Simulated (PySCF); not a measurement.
SMILES C[C](C)(C)[AlH][CH3] (C₅H₁₃Al) at its GFN2-xTB optimised geometry (Å):

```
19

Al    -0.7405     0.0993     0.0000
H     -1.3409     1.5315     0.0000
C     -1.9349    -1.4898    -0.0049
H     -2.9774    -1.1932     0.1645
H     -1.6852    -2.2197     0.7747
H     -1.9196    -2.0416    -0.9523
C      1.2975     0.0993     0.0000
C      1.8860    -0.8074    -1.0909
C      1.6757     1.5606    -0.2866
C      1.9093    -0.3163     1.3475
H      2.9774    -0.7683    -1.0884
H      1.5349    -0.5011    -2.0771
H      1.5840    -1.8430    -0.9316
H      1.3072     1.8614    -1.2700
H      1.2172     2.2197     0.4556
H      2.7563     1.7104    -0.2609
H      1.5542     0.3337     2.1480
H      1.6330    -1.3413     1.5959
H      2.9994    -0.2567     1.3170
```

Calculation: PBE0/def2-SVP (PySCF 2.14.0).

Map of the electron localisation function on the plane z = 0.6 Å:

```
|                           |
|                           |
|                           |
|                           |
|               +#+.        |
|        -+=   =@@@+        |
|      .#@@@=  #@@@#. ..    |
|      *@@@@@  #@@@%:-**:   |
|     .%@@@@@- -@@@#-*%#:   |
|     .#@@@@@+  =##==*#=    |
|      =@@@@@=. .:-:..      |
|       -#@+. -+--=:        |
|       .:. . -%*+#*:.::    |
|    .  .-. : -@##@%++##=   |
|  .*%#=-*#.  +%*#@%+*%%=   |
|  +@@@%*#%%=:-=:-+=-=+=.   |
|  #@@@@*+##*:.   ::. .     |
|  +@@@%**%#=.    ..        |
|  :*#*+#@@%=               |
|   ...-%@@@*               |
|      :%@@@#               |
|      .*%@%=               |
|       .=+-                |
|                           |
|                           |
|                           |
|                           |
```
Scale: ten equal steps from 0.000 (start of ' ') to 1.000 (end of '@'), in the order ' .:-=+*#%@'; x runs from -5.00 to 5.00, y from -5.00 (bottom) to 5.00 (top).
